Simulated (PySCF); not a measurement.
Sb²⁺ (antimony, charge +2) across methods

[Kr] 4d10 5s1 5p1 5d1, one real determinant (an excited configuration). All numbers are calculated (PySCF 2.14, scalar relativity by spin-free X2C-1e, in aug-cc-pVQZ-DK3 (9s8p6d3f2g, 102 functions)).

| method | E (hartree) | mean ε 5s α (eV) | mean ε 5p α (eV) | mean ε 5d α (eV) | Σ⟨r²⟩ (bohr²) | ⟨S²⟩ |
| --- | --- | --- | --- | --- | --- | --- |
| PBE | -6478.45 | -32.940 | -23.267 | -12.237 | 45.99 | 3.751 |
| PW91 | -6479.38 | -33.057 | -23.342 | -12.269 | 45.94 | 3.751 |
| UHF | -6476.15501 | -37.853 | -27.679 | -13.572 | 47.81 | 3.751 |
| PBE0 | -6478.53 | -34.346 | -24.496 | -12.684 | 46.24 | 3.751 |
| LDA | -6472.64 | -33.314 | -23.418 | -12.146 | 45.88 | 3.751 |
| HSE06 | -6478.46 | -33.933 | -24.060 | -12.314 | 46.31 | 3.751 |
| TPSSh | -6478.61 | -33.453 | -23.776 | -12.372 | 46.08 | 3.751 |
| r2SCAN | -6478.88 | -33.297 | -23.655 | -12.189 | 45.97 | 3.751 |

⟨L²⟩ = 8.01 against 12 for a pure F term, so this real determinant mixes terms. The outer electron is Rydberg-like, and this basis confines it to a smaller radius and binds it less than a complete one would.
